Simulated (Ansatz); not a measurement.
The cluster Sn₂Pt⁺. Charge 1, multiplicity 2. Geometry r2SCAN-D4/def2-TZVP, that of the neutral singlet; atoms count from 1.

```xyz
3

Pt   -0.9915    0.4128    0.8611
Sn   -0.5186   -0.5606   -1.4286
Sn    1.5101    0.1478    0.5675
```

In the def2 sets Pt, Sn take a core potential; there is no spin–orbit coupling. The structure comes from a short search, and lower isomers may exist.

Q: Estimate the Mulliken populations from the PBE0/def2-TZVP orbitals of Ansatz.

A: 
```tsv
atom	charge (e)	spin (α − β)	d electrons
Pt1	0.19	0.11	8.94
Sn2	0.41	0.44	–
Sn3	0.41	0.44	–
```
Mulliken values depend strongly on the basis.

Q: Where does the spin sit?

A: Summed by element: Pt 0.11, Sn 0.89, of 1 unpaired in all. Largest on single atoms: Sn2 0.44, Sn3 0.44, Pt1 0.11.

Q: And the Mayer bond orders between heavy atoms (over 0.3)?

A: Pt1–Sn2 1.23 (2.53 Å); Pt1–Sn3 1.23 (2.53 Å); Sn2–Sn3 0.80 (2.93 Å).
